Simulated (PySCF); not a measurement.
Optical rotation: SMILES C(=C=C=C=CC)(C)B(C)C, C$_{9}$H$_{13}$B

Cartesian coordinates in Å; atom numbers follow the order of the lines, from 1:
```xyz
23

C     4.8112    0.5577    0.5715
C     3.8555   -0.5954    0.5620
C     2.5939   -0.5345    0.1885
C     1.3636   -0.4681   -0.1758
C     0.1361   -0.4077   -0.5353
C    -1.1454   -0.3365   -0.8777
C    -1.5697   -0.5706   -2.3074
B    -2.1896   -0.0146    0.2537
C    -3.7122    0.0673   -0.1473
C    -1.7507    0.2211    1.7425
H     5.6713    0.3553   -0.0884
H     4.3277    1.4854    0.2374
H     5.2157    0.7193    1.5844
H     4.2394   -1.5707    0.8937
H    -0.7138   -0.7426   -2.9744
H    -2.1400    0.2917   -2.6892
H    -2.2398   -1.4434   -2.3745
H    -4.0309   -0.8189   -0.7225
H    -3.8566    0.9227   -0.8336
H    -4.3965    0.2002    0.7030
H    -2.2063    1.1477    2.1328
H    -2.1818   -0.5895    2.3595
H    -0.6667    0.2483    1.9197
```

Computed, not measured: TDDFT CAM-B3LYP/def2-SVPD circular dichroism and optical rotation, one conformer, IEF-PCM cyclohexane (non-equilibrium linear response, no local-field factor) (PySCF 2.14.0). Geometry: PBE0-D3(BJ)/def2-SVP.

No stereocentre is labelled: unless the shape is locked (an allene, a helicene, a hindered biaryl), the mirror image is equally populated and a measured rotation or CD is zero.

Problem. What is the specific rotation at 633, 589.3, 546, 436 nm?

Solution. [α] in deg dm⁻¹ (g/mL)⁻¹:
| λ (nm) | origin-invariant length gauge | modified velocity gauge | length gauge (centre of mass) | isotropic polarisability (au) |
| --- | --- | --- | --- | --- |
| 633 | -157.5 | -158.1 | -155.8 | 197.9 |
| 589.3 | -183.8 | -184.8 | -181.8 | 200.8 |
| 546 | -214.8 | -216.3 | -212.4 | 204.7 |
| 436 | -179.7 | -190.8 | -175.2 | 223.7 |

The shortest wavelength is close to the first absorption, where this undamped response comes out too large.

Problem. And for the mirror image at 589.3 nm?

Solution. +183.8 deg dm⁻¹ (g/mL)⁻¹ (origin-invariant length gauge): the same size and the opposite sign.

Problem. What is the molar rotation [Φ] = [α]·M/100 of the geometry above at 589.3 nm?

Solution. With M = 132.01 g/mol, -242.7 deg cm² dmol⁻¹ (origin-invariant length gauge).

The first excitation lies at 3.19 eV (388 nm) with R = +1.9 × 10⁻⁴⁰ esu² cm² (velocity form).
